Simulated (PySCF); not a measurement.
## Working out the excitation energy of Mg

Mg [Ne] 3s2 (1S) → Mg [Ne] 3d2 (3F). Computed with PySCF 2.14 in aug-cc-pVDZ (5s4p2d, 27 functions), with the non-relativistic Hamiltonian (point nucleus). Frozen: [Ne]. Energies in hartree (1 hartree = 27.21139 eV):

```csv
part,Mg (lower),Mg (upper)
UHF,-199.608339,-199.092188
MP2 opposite-spin,-0.021691,0.000000
MP2 same-spin,0.000000,-0.000227
```

Q: What does Hartree-Fock give?

A: (-199.092188) − (-199.608339) = 0.516151 hartree = 14.045 eV.

Q: What do MP2 and SCS-MP2 (6/5 opposite-spin, 1/3 same-spin) give?

A: The opposite-spin parts differ by 0.590 eV and the same-spin parts by -0.006 eV. MP2: 14.045 + (0.590) + (-0.006) = 14.629 eV. SCS-MP2: 14.045 + 1.2 × (0.590) + (-0.006)/3 = 14.751 eV.

The upper state lies above the first ionisation limit, where it may autoionise and the basis confines it.

A double-zeta basis recovers only part of the correlation energy.
